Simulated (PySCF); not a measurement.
From results back to the method.

Compound: CH7O2PSi2.
SMILES: `O=C(O)[Si@H]([SiH3])P`

The closed-shell ground state was solved 5 times with PySCF (density fitting, gas phase), always with PBE0, in these basis sets: 6-31G*, STO-3G, def2-SVPD, def2-TZVP and pcSseg-0. Isolated species at its PBE0-D3(BJ)/def2-SVP geometry (one conformer only).

| row | total energy (Eh) | HOMO (eV) | LUMO (eV) | dipole (D) |
| --- | --- | --- | --- | --- |
| P | -1110.9513 | -7.71 | -0.80 | 1.32 |
| Q | -1099.4258 | -3.81 | 3.76 | 0.89 |
| R | -1112.4660 | -7.55 | -0.49 | 1.12 |
| S | -1112.6430 | -7.71 | -0.89 | 1.28 |
| T | -1112.1252 | -7.74 | -1.00 | 1.33 |

Which basis belongs to which row?

P = pcSseg-0, Q = STO-3G, R = 6-31G*, S = def2-TZVP, T = def2-SVPD. From the lowest total energy up: def2-TZVP (246 functions) 0 eV; 6-31G* (110 functions) +4.82 eV; def2-SVPD (194 functions) +14.09 eV; pcSseg-0 (80 functions) +46.04 eV; STO-3G (49 functions) +359.66 eV.

The values belong to the conformer `[O:1]=[C:2]([OH:3])[Si@H:4]([SiH3:5])[PH2:6]`: O1–C2–Si4–Si5 -52°, H–O3–C2–O1 0°, H–P6–Si4–C2 -73°, H–P6–Si4–C2 -167°.
